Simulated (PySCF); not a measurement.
SiH3F, SMILES F[SiH3]. Atoms are numbered in the order given.

```xyz
5

Si     0.0000     0.0000    -0.5002
F      0.0000     0.0000     1.1004
H     -1.2168    -0.7025    -0.9669
H      0.0000     1.4050    -0.9669
H      1.2168    -0.7025    -0.9669
```

Coordinates come from a r2SCAN-D4/def2-TZVP optimisation.

The numbers are results of PySCF with PBE0/def2-TZVPD, not measurements.

Symmetry labels are those of the subgroup Cs that the program uses (full group C3v).

Computed valence orbital energies around the gap with their symmetry:
| orbital | symmetry | energy (eV) |
|---|---|---|
| HOMO−7 | A' | -100.48 |
| HOMO−6 | A' | -33.23 |
| HOMO−5 | A' | -15.90 |
| HOMO−4 | A' | -12.88 |
| HOMO−3 | A' | -12.74 |
| HOMO−2 | A" | -12.74 |
| HOMO−1 | A' | -9.80 |
| HOMO | A" | -9.80 |
| LUMO | A' | -0.33 |
| LUMO+1 | A' | 0.56 |
| LUMO+2 | A" | 1.14 |
| LUMO+3 | A' | 1.14 |
